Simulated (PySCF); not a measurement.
Br₄Sn, SMILES [Br][Sn-]([Br])([Br])[Br] (connectivity only; charge and spin as stated), charge -1, multiplicity 2. Atoms are numbered in the order given.

```xyz
5

Sn     0.0000     0.0000     0.0000
Br    -1.5403     1.5403    -1.5403
Br     1.5403     1.5403     1.5403
Br     1.5403    -1.5403    -1.5403
Br    -1.5403    -1.5403     1.5403
```
Charge -1, spin multiplicity 2.

Geometry optimised at r2SCAN-D4/def2-SVPD. The def2 effective core potentials stand for the cores of Sn; spin–orbit coupling is left out.

Method: PBE/def2-SVPD (PySCF).

| Item | Result |
|---|---|
| total energy | -10508.44412 hartree |
| point group | Td |
| α spin, highest occupied and lowest empty level | -1.45 and 1.87 eV |
| β spin, highest occupied and lowest empty level | -3.24 and -1.14 eV |
| dipole moment about the centre of nuclear charge | 0.00 D |
| mean static polarisability | 180.6 bohr³ (26.77 Å³) |
| polarisability, principal values | 180.6, 180.6, 180.6 bohr³ |
| ⟨S²⟩ | 0.751 (pure state 0.75) |
